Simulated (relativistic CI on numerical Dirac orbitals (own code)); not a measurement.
# Ti²⁺ in a cubic cluster: 1s photoemission with charge transfer

Computed with a charge-transfer multiplet model of a cubic metal-ligand cluster with up to 2 ligand holes, Slater and spin-orbit integrals from Dirac-Coulomb-Breit ions, Slater integrals scaled by 0.8. The ground state mixes d2 with configurations of k ligand holes L, whose averages lie at kΔ + k(k − 1)U_dd/2; a core hole lowers each added d electron by U_cd. 300 K, Lorentzian 1.1 eV and Gaussian 0.6 eV FWHM.

Atomic integrals in eV (Slater integrals scaled, ζ unscaled), ground: F2dd 6.578, F4dd 4.090, zeta_d 0.013; with the core hole: F2dd 8.128, F4dd 5.094, zeta_d 0.025, G2cd 0.033.

Cluster parameters (eV): Δ = 4.6, U_dd = 5.5, 10Dq = 0.25, 10Dq(ligand) = 0.1, V(eg) = 2.7, V(t2g) = -1.15, final-state hopping factor = 1.

```tsv
Case	n_d	d2	d3L	d4L2	S
U_cd = 6.9 eV	2.52	0.54	0.40	0.06	1.00
U_cd = 7.5 eV	2.52	0.54	0.40	0.06	1.00
U_cd = 8.1 eV	2.52	0.54	0.40	0.06	1.00
```

Weights, n_d and S are thermal averages at 300 K. Binding energies count from the first peak over 30 % of the highest in each spectrum, which can be another peak from case to case. The parameters are a model scan and need not match a compound or its usual spin state. Peaks in eV (height, largest 100):
- U_cd = 6.9 eV: 0.0 (100), 10.6 (16)
- U_cd = 7.5 eV: 0.0 (100), 11.2 (16)
- U_cd = 8.1 eV: 0.0 (100), 11.4 (20)

For the case U_cd = 6.9 eV, Δ = 4.6 eV is smaller than U_dd = 5.5 eV, the charge-transfer side of the Zaanen-Sawatzky-Allen scheme. With the core hole the configuration with one ligand hole lies at Δ − U_cd = -2.3, -2.9, -3.5 eV from the one without, in the order of the table; where this is negative the screened configuration lies lower, though the effective hopping of about 5.6 eV (from the holes of the mixed ground state) mixes the two strongly wherever it is as large as the gap.
